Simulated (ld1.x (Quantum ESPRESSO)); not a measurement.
# Ca (Z = 20): one change to a TM semilocal potential, before and after

- Element: calcium (Ca)
- Generator: ld1.x (Quantum ESPRESSO) 7.5
- Type: norm-conserving Troullier–Martins (semilocal form)
- Functional: PBE
- Relativity: scalar-relativistic
- Frozen core: [Ar]
- Valence charge: 2
- Reference configuration: 3d1 4s1 4p0
- Partial waves: 4s (bound): rc 3.80 bohr; 4p (bound, empty): rc 4.20 bohr; 3d (bound): rc 3.20 bohr
- Local potential: the d channel
- Core correction: none

Change: functional PBEsol.

Cutoffs: the cutoffs (Ry, on a coarse ladder) from which the occupation-weighted sum of valence levels, in a spherical-Bessel basis at the reference potential, stays within 10 and 1 mRy of its value at 400 Ry; they do not see the model core or the augmentation charge, which bear on the density cutoff. Errors are all-electron minus pseudo energies relative to the spin-unpolarised reference configuration.

Problem. How do hardness, ghosts and transferability respond?

Solution. The potential gets neither clearly harder nor softer (18 Ry and 25 Ry → 18 Ry and 25 Ry); of the 7 tests that both files solve, the error grows in 0 and shrinks in 3 by more than 15 % and 0.3 meV (median size 333.7 → 289.6 meV); neither file shows a bound ghost at the reference potential, the only one tested. A semilocal file is local in each channel, so a ghost entry of none says nothing of the separable form that plane-wave codes build from it.

```tsv
quantity	base	changed
cutoff, loose	18 Ry	18 Ry
cutoff, tight	25 Ry	25 Ry
bound ghosts	none	none
error for 3d0 4s2 4p0, meV [ΔE -2.28 eV]	+312	+255
error for 3d0 4s1 4p0, meV [ΔE 4.03 eV]	+371	+340
error for 3d0 4s1.5 4p0, meV [ΔE 0.22 eV]	+334	+290
error for 3d0.5 4s1.5 4p0, meV [ΔE -1.23 eV]	+49	+40
error for 3d0 4s1 4p1, meV [ΔE 0.14 → 0.15 eV]	+344	+299
error for 3d1 4s0 4p0, meV [ΔE 5.41 → 5.35 eV]	+117	+54
error for 3d0 4s0 4p1, meV [ΔE 7.08 → 7.05 eV]	+493	+442
s: phases at 4.53 bohr within 0.05 rad from the reference energy up to (Ry; the scan ends near 5)	0.7	0.7
p: phases at 4.53 bohr within 0.05 rad from the reference energy up to (Ry; the scan ends near 5)	1.1	1.1
d: phases at 4.53 bohr within 0.05 rad from the reference energy up to (Ry; the scan ends near 5)	0.3	0.3
```

Base: These tests converged, but a pseudo level misses the all-electron one widely, so the file describes the atom poorly there or has found another state: 3d0 4s0 4p1: empty 3d by 2.5 eV. Changed file: These tests converged, but a pseudo level misses the all-electron one widely, so the file describes the atom poorly there or has found another state: 3d0 4s0 4p1: empty 3d by 2.3 eV.
